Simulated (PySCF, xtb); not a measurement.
CH₃Cl₂Si, SMILES Cl[Si](C)Cl, multiplicity 2. Atoms are numbered in the order given.

```xyz
7

C      0.2541     2.0281     0.0000
Si    -0.5147     0.3215     0.0000
Cl     0.1305    -0.6991    -1.6865
Cl     0.1305    -0.6991     1.6865
H      1.3516     1.9289     0.0000
H     -0.0542     2.5855    -0.8967
H     -0.0542     2.5855     0.8967
```
Charge 0, spin multiplicity 2.

Geometry optimised at PBE0-D3(BJ)/def2-SVP. The isomer is the one that the SMILES or the coordinates give; other isomers of the formula were not compared.

Computed with IEF-PCM-B3LYP/def2-SVP run with PySCF.

The values are the electrostatic part of the solvation free energy, E(continuum) − E(gas) at the gas-phase geometry, in a cavity of scaled van der Waals radii (PySCF's table); cavitation and dispersion terms are not included. The dipole moment in vacuum is 2.01 D.

| solvent | ε | ΔG(elec) (kcal/mol) | dipole (D) |
|---|---|---|---|
| water | 78.36 | -2.0 | 2.63 |
| n-hexane | 1.88 | -0.7 | 2.23 |
| chlorobenzene | 5.70 | (withheld) | (withheld) |

Fill in the missing entries. (Estimate from the structure and the level; the computed values follow.)


- chlorobenzene, ΔG(elec) (kcal/mol): -1.5
- chlorobenzene, dipole (D): 2.48

For comparison, GFN2-xTB/ALPB(water) (xtb, at the GFN2-xTB geometry, all terms of that model) gives -1.2 kcal/mol.
